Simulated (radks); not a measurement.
Values are calculated unless marked as measured or tabulated.
Q: Species: Cs3+. Configuration: [Kr] 4d10 5s2 5p4. Level of theory: scalar-relativistic Kohn-Sham, LDA (Slater exchange, Perdew-Wang correlation), spin-polarised, spherical densities, finite nucleus; open shells are filled with parallel spins first (spin-orbit coupling, left out, can overturn this in heavy ions); Fermi nuclear charge, rms radius 4.8041 fm (a radial shooting solver on a logarithmic mesh with Libxc functionals). Some entries of the table are withheld. Estimate them.

orbital,occ.,eigenvalue (eV),<1/r> (bohr^-1),<r^2> (bohr^2)
1s up,1,-35788.75,59.34,0.0009266
1s down,1,-35788.64,59.34,0.0009266
2s up,1,-5640.467,13.63,0.01486
2s down,1,-5640.400,13.63,0.01486
2p up,3,-5065.983,13.00,0.01178
2p down,3,-5065.886,13.00,0.01178
3s up,1,-1195.990,4.909,0.1025
3s down,1,-1195.884,4.909,0.1025
3p up,3,-1011.043,4.664,0.1025
3p down,3,-1010.928,4.664,0.1025
3d up,5,-738.6890,4.421,0.08850
3d down,5,-738.5810,4.422,0.08850
4s up,1,-249.6042,2.021,0.5451
4s down,1,-249.3805,2.021,0.5447
4p up,3,-190.3552,1.858,0.6224
4p down,3,-190.1091,1.859,0.6213
4d up,5,-104.0461,1.587,(1)
4d down,5,-103.6981,1.591,(2)
5s up,1,-54.9611,(3),3.116
5s down,1,-53.4912,(4),3.116
5p up,3,(5),0.6813,4.093
5p down,1,(6),0.6794,4.139

A: 
(1) 4d up <r^2> (bohr^2): 0.8124
(2) 4d down <r^2> (bohr^2): 0.8073
(3) 5s up <1/r> (bohr^-1): 0.7891
(4) 5s down <1/r> (bohr^-1): 0.7915
(5) 5p up eigenvalue (eV): -40.4365
(6) 5p down eigenvalue (eV): -38.9505
